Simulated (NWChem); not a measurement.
System: HSeOF; SMILES O[Se]F

Parts of the log:

```
             Northwest Computational Chemistry Package (NWChem) 7.3.0
             --------------------------------------------------------

 C1  symmetry detected

                             Geometry "geometry" -> ""
                             -------------------------

 Output coordinates in angstroms (scale by  1.889725989 to convert to a.u.)

  No.       Tag          Charge          X              Y              Z
 ---- ---------------- ---------- -------------- -------------- --------------
    1 Se                  34.0000     0.41483373     0.05437205     0.00403799
    2 F                    9.0000    -0.63161039    -1.44497254     0.01103220
    3 O                    8.0000    -0.89121478     1.22330577     0.06990346
    4 H                    1.0000    -1.29013495     1.36965681    -0.79580918

 Effective nuclear repulsion energy (a.u.)     198.6414232995

                                Z-matrix (autoz)
                                --------

 Units are Angstrom for bonds and degrees for angles

      Type          Name      I     J     K     L     M      Value
      ----------- --------  ----- ----- ----- ----- ----- ----------
    1 Stretch                  1     2                       1.82842
    2 Stretch                  1     3                       1.75400
    3 Stretch                  3     4                       0.96437
    4 Bend                     1     3     4               112.05165
    5 Bend                     2     1     3                96.90328
    6 Torsion                  2     1     3     4         -80.36565

  pbe96 is a nonlocal functional; adding pw91lda local functional.

                           NWChem Geometry Optimization
                           ----------------------------

 maximum gradient threshold         (gmax) =   0.000450
 rms gradient threshold             (grms) =   0.000300
 maximum cartesian step threshold   (xmax) =   0.001800
 rms cartesian step threshold       (xrms) =   0.001200
 fixed trust radius                (trust) =   0.300000
 source of zmatrix                         =   autoz

          -------------------
          Energy Minimization
          -------------------

 Using diagonal initial Hessian
 Scaling for Hessian diagonals: bonds = 1.00  angles = 0.25  torsions = 0.10

          --------
          Step   0

                                 NWChem DFT Module
                                 -----------------

 Summary of "ao basis" -> "ao basis" (spherical)
 ------------------------------------------------------------------------------
       Tag                 Description            Shells   Functions and Types
 ---------------- ------------------------------  ------  ---------------------
 Se                         def2-svp                12       32   5s4p3d
 F                          def2-svp                 6       14   3s2p1d
 O                          def2-svp                 6       14   3s2p1d
 H                          def2-svp                 3        5   2s1p

            General Information
            -------------------
          SCF calculation type: DFT
          Wavefunction type:  closed shell.
          No. of atoms     :     4
          No. of electrons :    52
           Alpha electrons :    26
            Beta electrons :    26
          Charge           :     0
          Spin multiplicity:     1
          Use of symmetry is: off; symmetry adaption is: off
          Maximum number of iterations: 150
          AO basis - number of functions:    65
                     number of shells:    27
          Convergence on energy requested:  1.00D-06
          Convergence on density requested:  1.00D-05
          Convergence on gradient requested:  5.00D-04

              XC Information
              --------------
          PerdewBurkeErnzerhof Exchange Functional  1.000
            Perdew 1991 LDA Correlation Functional  1.000 local
           PerdewBurkeErnz. Correlation Functional  1.000 non-local

             Grid Information
             ----------------
          Grid used for XC integration:  medium
          Radial quadrature: Mura-Knowles
          Angular quadrature: Lebedev.
          Tag              B.-S. Rad. Rad. Pts. Rad. Cut. Ang. Pts.
          ---              ---------- --------- --------- ---------
          Se                  1.15      112           8.0       590
          F                   0.50       49           8.0       434
          O                   0.60       49           7.0       434
          H                   0.35       45           8.0       434
          Grid pruning is: on
          Number of quadrature shells:   255
          Spatial weights used:  Erf1

           DFT-D3BJ Model
          s6 scale factor  :        1.000000000000
          s8 scale factor  :        0.787500000000
          a1 parameter     :        0.428900000000
          a2 parameter     :        4.440700000000
              vdW contrib  :       -0.001747708248

      Superposition of Atomic Density Guess
      -------------------------------------

 Sum of atomic energies:       -2573.99472948

      Non-variational initial energy
      ------------------------------

 Total energy =   -2574.231335
 1-e energy   =   -3982.215864
 2-e energy   =    1209.343105
 HOMO         =      -0.219220
 LUMO         =      -0.052917

   convergence    iter        energy       DeltaE   RMS-Dens  Diis-err
 ---------------- ----- ----------------- --------- --------- ---------
 d= 0,ls=0.0,diis     1  -2576.1259636052 -2.77D+03  3.01D-02  8.03D-01
 d= 0,ls=0.0,diis     2  -2575.6758552855  4.50D-01  2.11D-02  5.27D+00
 d= 0,ls=0.0,diis     3  -2576.1978615957 -5.22D-01  7.36D-03  2.32D-01
 d= 0,ls=0.0,diis     4  -2576.2022691274 -4.41D-03  3.89D-03  1.78D-01
 d= 0,ls=0.0,diis     5  -2576.2202296303 -1.80D-02  6.88D-04  3.89D-03
  Resetting Diis
 d= 0,ls=0.0,diis     6  -2576.2206022446 -3.73D-04  1.40D-04  1.23D-04
 d= 0,ls=0.0,diis     7  -2576.2206142862 -1.20D-05  6.80D-05  6.74D-06
 d= 0,ls=0.0,diis     8  -2576.2206119012  2.39D-06  5.34D-05  3.08D-05
 d= 0,ls=0.0,diis     9  -2576.2206146317 -2.73D-06  1.30D-05  2.18D-06
 d= 0,ls=0.0,diis    10  -2576.2206148006 -1.69D-07  2.53D-06  8.33D-08

         Total DFT energy =    -2576.220614800577
      One electron energy =    -3981.420344633854
           Coulomb energy =     1312.600019811730
    Exchange-Corr. energy =     -106.039965569731
 Nuclear repulsion energy =      198.641423299526

    Dispersion correction =       -0.001747708248

 Numeric. integr. density =       52.000000112434

                       DFT Final Molecular Orbital Analysis
                       ------------------------------------

 Vector   24  Occ=2.000000D+00  E=-3.144179D-01
              MO Center= -5.7D-01, -5.9D-01,  3.7D-02, r^2= 2.2D+00
   Bfn.  Coefficient  Atom+Function         Bfn.  Coefficient  Atom+Function
  ----- ------------  ---------------      ----- ------------  ---------------
    36      0.469866  2 F  px                39     -0.334061  2 F  px
    50     -0.261569  3 O  px                38      0.210519  2 F  pz
    53     -0.203562  3 O  px                52      0.191123  3 O  pz
    37     -0.170851  2 F  py                 5      0.168371  1 Se s
     4      0.155503  1 Se s                 41     -0.149276  2 F  pz

 Vector   25  Occ=2.000000D+00  E=-3.012892D-01
              MO Center= -7.5D-01,  4.4D-01,  3.6D-02, r^2= 2.1D+00
   Bfn.  Coefficient  Atom+Function         Bfn.  Coefficient  Atom+Function
  ----- ------------  ---------------      ----- ------------  ---------------
    51      0.426758  3 O  py                37     -0.348545  2 F  py
    50      0.328128  3 O  px                54      0.309109  3 O  py
    40      0.249367  2 F  py                53      0.234644  3 O  px
    16      0.108947  1 Se py                36      0.089298  2 F  px
     4     -0.085880  1 Se s                 52     -0.072036  3 O  pz

 Vector   26  Occ=2.000000D+00  E=-1.927442D-01
              MO Center=  2.1D-01, -1.9D-02, -8.7D-03, r^2= 2.1D+00
   Bfn.  Coefficient  Atom+Function         Bfn.  Coefficient  Atom+Function
  ----- ------------  ---------------      ----- ------------  ---------------
    17      0.562088  1 Se pz                14      0.515087  1 Se pz
    11     -0.313362  1 Se pz                38      0.275005  2 F  pz
    41     -0.209985  2 F  pz                52     -0.179886  3 O  pz
    61      0.126771  4 H  s                 55     -0.120140  3 O  pz
    49     -0.113242  3 O  s                  8      0.101443  1 Se pz

[...]

      ----------------------
      Optimization converged
      ----------------------

  Step       Energy      Delta E   Gmax     Grms     Xrms     Xmax
  ---- ---------------- -------- -------- -------- -------- --------
@    6   -2576.22303053 -4.6D-08  0.00002  0.00001  0.00024  0.00056
                                     ok       ok       ok       ok

                                Z-matrix (autoz)
                                --------

 Units are Angstrom for bonds and degrees for angles

      Type          Name      I     J     K     L     M      Value     Gradient
      ----------- --------  ----- ----- ----- ----- ----- ---------- ----------
    1 Stretch                  1     2                       1.79467    0.00002
    2 Stretch                  1     3                       1.79970    0.00002
    3 Stretch                  3     4                       0.98043    0.00000
    4 Bend                     1     3     4               106.52699   -0.00001
    5 Bend                     2     1     3               100.89743    0.00001
    6 Torsion                  2     1     3     4         -84.67838    0.00000

                         Geometry "geometry" -> "geometry"
                         ---------------------------------

 Output coordinates in angstroms (scale by  1.889725989 to convert to a.u.)

  No.       Tag          Charge          X              Y              Z
 ---- ---------------- ---------- -------------- -------------- --------------
    1 Se                  34.0000     0.37607359     0.02401209    -0.02599449
    2 F                    9.0000    -0.58916773    -1.48784157     0.03263946
    3 O                    8.0000    -0.92389618     1.26259493     0.09613313
    4 H                    1.0000    -1.26113607     1.40359666    -0.81361363

 Effective nuclear repulsion energy (a.u.)     197.7006089486

                Final and change from initial internal coordinates
                --------------------------------------------------

                                Z-matrix (autoz)
                                --------

 Units are Angstrom for bonds and degrees for angles

      Type          Name      I     J     K     L     M      Value       Change
      ----------- --------  ----- ----- ----- ----- ----- ---------- ----------
    1 Stretch                  1     2                       1.79467   -0.03376
    2 Stretch                  1     3                       1.79970    0.04570
    3 Stretch                  3     4                       0.98043    0.01606
    4 Bend                     1     3     4               106.52699   -5.52466
    5 Bend                     2     1     3               100.89743    3.99415
    6 Torsion                  2     1     3     4         -84.67838   -4.31273

 ==============================================================================
                                internuclear distances
 ------------------------------------------------------------------------------
       center one      |      center two      | atomic units |  angstroms
 ------------------------------------------------------------------------------
    2 F                |   1 Se               |     3.39143  |     1.79467
    3 O                |   1 Se               |     3.40094  |     1.79970
    4 H                |   3 O                |     1.85275  |     0.98043
 ------------------------------------------------------------------------------
                         number of included internuclear distances:          3
 ==============================================================================

[second-derivative integrals and response iterations left out]

  Vibrational analysis via the FX method

  See chapter 2 in "Molecular Vibrations" by Wilson, Decius and Cross

  Vib: Default input used

 ---------------------------- Atom information ----------------------------
     atom    #        X              Y              Z            mass
 --------------------------------------------------------------------------
    Se       1  7.1067604D-01  4.5376272D-02 -4.9122461D-02  7.8918300D+01
    F        2 -1.1133656D+00 -2.8116129D+00  6.1679641D-02  1.8998400D+01
    O        3 -1.7459106D+00  2.3859585D+00  1.8166527D-01  1.5994910D+01
    H        4 -2.3832016D+00  2.6524131D+00 -1.5375068D+00  1.0078250D+00
 --------------------------------------------------------------------------

[unprojected Hessian and modes left out]

        Vibrational analysis via the FX method
  --- with translations and rotations projected out ---
  --- via the Eckart algorithm                      ---
 Projected Nuclear Hessian trans-rot subspace norm:4.5314D-33
                         (should be close to zero!)

[projected Hessian left out]

 Rotational Constants
 --------------------
 A=   0.501673 cm-1  (  0.721779 K)
 B=   0.239317 cm-1  (  0.344316 K)
 C=   0.164593 cm-1  (  0.236807 K)

 Temperature                      =   298.15K
 frequency scaling parameter      =   1.0000

 Zero-Point correction to Energy  =    9.668 kcal/mol  (  0.015407 au)
 Thermal correction to Energy     =   12.078 kcal/mol  (  0.019248 au)
 Thermal correction to Enthalpy   =   12.670 kcal/mol  (  0.020191 au)

 Total Entropy                    =   67.253 cal/mol-K
   - Translational                =   40.115 cal/mol-K (mol. weight = 114.9194)
   - Rotational                   =   23.906 cal/mol-K (symmetry #  =        1)
   - Vibrational                  =    3.233 cal/mol-K

 Cv (constant volume heat capacity) =   11.115 cal/mol-K
   - Translational                  =    2.979 cal/mol-K
   - Rotational                     =    2.979 cal/mol-K
   - Vibrational                    =    5.156 cal/mol-K

[normal modes left out]

 ----------------------------------------------------------------------------
 Normal Eigenvalue ||           Projected Infra Red Intensities
  Mode   [cm**-1]  || [atomic units] [(debye/angs)**2] [(KM/mol)] [arbitrary]
 ------ ---------- || -------------- ----------------- ---------- -----------
    1       -0.000 ||    0.001806           0.042         1.761       0.594
    2       -0.000 ||    0.000928           0.021         0.905       0.305
    3       -0.000 ||    0.001284           0.030         1.252       0.422
    4       -0.000 ||    0.003275           0.076         3.192       1.077
    5        0.000 ||    0.000093           0.002         0.090       0.030
    6        0.000 ||    0.000019           0.000         0.018       0.006
    7      239.815 ||    0.004276           0.099         4.168       1.407
    8      521.362 ||    0.102111           2.356        99.543      33.597
    9      625.556 ||    0.083595           1.929        81.493      27.505
   10      669.544 ||    0.039777           0.918        38.777      13.088
   11     1066.826 ||    0.042869           0.989        41.791      14.105
   12     3642.867 ||    0.084684           1.954        82.554      27.863
 ----------------------------------------------------------------------------
```

Level: PBE-D3(BJ)/def2-SVP. This build's default masses of Se (78.918 u) and Br (79.917 u) are each other's, which moves their modes by up to 0.6 %.

Q: Write an input that gives this output.

A: Several could match; the one computed here: the input that was run:
```
start job
memory heap 200 mb stack 900 mb global 1100 mb
geometry units angstroms
  Se     0.077425    -0.027907     0.367802
  F     -0.054008     1.326577    -0.853356
  O     -0.243260    -1.346026    -0.744057
  H     -1.185949    -1.452160    -0.917514
end
basis spherical
  * library def2-svp
end
dft
  xc xpbe96 cpbe96
  disp vdw 4
  iterations 150
end
driver
  maxiter 120
end
task dft optimize
task dft freq
```
